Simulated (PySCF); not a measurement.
## Scandium: a sound run and one with changed settings

Sound run: Sc⁺ [Ar] 3d1 4s1, Sc²⁺ [Ar] 3d1. All numbers are calculated (PySCF 2.14, the non-relativistic Hamiltonian (point nucleus), in cc-pVTZ). The sound run starts from symmetry-adapted Hartree-Fock orbitals and uses a fine grid where one is needed.

A second run was set up differently.

| species | method | sound run (hartree) | changed run (hartree) | converged |
| --- | --- | --- | --- | --- |
| Sc⁺ | UHF | -759.54259 | -759.54259 | yes |
| Sc⁺ | B3LYP | -760.40422 | -760.39074 | yes |
| Sc⁺ | BP86 | -760.46347 | -760.50269 | no |
| Sc²⁺ | UHF | -759.09582 | -759.09582 | yes |
| Sc²⁺ | B3LYP | -759.92426 | -759.89541 | yes |
| Sc²⁺ | BP86 | -759.98315 | -760.00662 | yes |

Ionisation energy of Sc⁺:

```
method  sound run (eV)  changed run (eV)
   UHF          12.157            12.157
 B3LYP          13.060            13.479
```

(1) What was changed?
A. basis contracted for another Hamiltonian
B. all electrons correlated in a valence basis
C. a valence shell is frozen
D. radial grid too coarse

Answers

(1) D. It used radial step 0.8 in ln r (0.13 in the sound run). A coarse radial grid mis-integrates the density and the exchange-correlation energy, with errors of either sign; Hartree-Fock needs no grid.
